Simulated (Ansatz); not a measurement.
Consider the hydrogen abstraction from the N–H bond: `CN[SiH2]Cl` + F• → `C[N][SiH2]Cl`• + H–F.

Isolated molecules relaxed with PBE0-D4/def2-TZVP in Ansatz; ΔE leaves out vibrations. CCSD(T)/CBS is the MP2 limit (def2-TZVPP, def2-QZVPP) plus CCSD(T) − MP2 in def2-TZVPP, frozen cores. This one scheme is used for every species, atoms too. Functionals use def2-TZVPP. No spin–orbit coupling; open shells (•) take unrestricted orbitals. Spin–orbit coupling would lower the free atoms: a little for F. One conformer a species, not always the lowest.

```tsv
level	ΔE (kJ/mol)	difference from CCSD(T)/CBS
PBE-D4	-131.9	-21.7
r2SCAN-D4	-121.4	-11.2
B97M-V	-111.9	-1.7
PBE0-D4	-107.7	2.5
PBE-QIDH	-96.3	13.9
revPBE	-129.2	-19.0
r2SCANh	-114.3	-4.1
BHLYP	-88.8	21.4
MP2/def2-SVP	-75.4	34.8
CCSD/def2-SVP	-72.0	38.2
CCSD(T)/def2-SVP	-72.4	37.8
MP2/def2-TZVPP	-105.1	5.1
CCSD/def2-TZVPP	-97.8	12.4
MP2/def2-QZVPP	-110.8	-0.6
SCS-MP2/def2-QZVPP	-101.0	9.2
CCSD/CBS(def2)	-106.8	3.4
CCSD(T)/CBS	-110.2	0
```

Largest T1 diagnostic among the species: 0.014.

Leaving LDA and LC-ωPBE aside and taking each functional with its dispersion term where it has one, the values, not all of them listed here, spread over 45.5 kJ/mol, from PBE-D4 to BHLYP-D4. LDA lies −25.6 kJ/mol from PBE without D4. The D4 term adds +3.3 kJ/mol with B3LYP and +1.8 kJ/mol with PBE0; it sums over pairs of atoms, weighted by their polarisabilities, and B3LYP, whose exchange is more repulsive, gets the larger term.

B3LYP here is the variant with VWN-RPA as its local correlation; programs differ in this.

CCSD(T)/CBS has its own doubt, a few kJ/mol and more with outer-core shells, so smaller differences from it don't rank the levels.
